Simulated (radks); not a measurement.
Task: Valence configurations of Ar3+ (all share [Ne]). All-electron calculation, Dirac Kohn-Sham, PBEsol, spin-unpolarised, spherical densities, point nucleus; open shells are shared between the two j in proportion to 2j + 1. Program: a radial shooting solver on a logarithmic mesh with Libxc functionals. Order these by energy: 3s0.5 3p4.5; 3s2 3p3; 3p5; 3s1 3p4; 3s1.5 3p3.5.

Result: From the lowest, in eV above it: 3s2 3p3 0.000; 3s1.5 3p3.5 7.802; 3s1 3p4 15.613; 3s0.5 3p4.5 23.433; 3p5 31.262. NIST lists [Ne] 3s2 3p3 as the ground configuration; this level of theory agrees among the configurations tried. The energies are those of spherical spin-averaged densities, not of single terms.
